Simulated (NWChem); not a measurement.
# CF₃ cation

```xyz
4

F      1.1863    -0.3179     0.0000
C      0.0000     0.0000     0.0000
F     -0.3179     1.1863     0.0000
F     -0.8684    -0.8684     0.0000
```
Atoms are numbered in this order, from 1.

Coordinates come from a PBE0/def2-SVP optimisation.

### Question
List the 4 lowest vertical singlet excitations from PBE/def2-SVPD, TDA (NWChem).

### Answer
```
state  energy (eV)  oscillator strength  leading excitation (squared amplitude)
-----  -----------  -------------------  --------------------------------------
S1            7.95                0.000                      HOMO → LUMO (1.00)
S2            9.46                0.000                    HOMO−3 → LUMO (1.00)
S3            9.46                0.000                    HOMO−4 → LUMO (1.00)
S4           11.06                0.161                    HOMO−1 → LUMO (0.89)
```
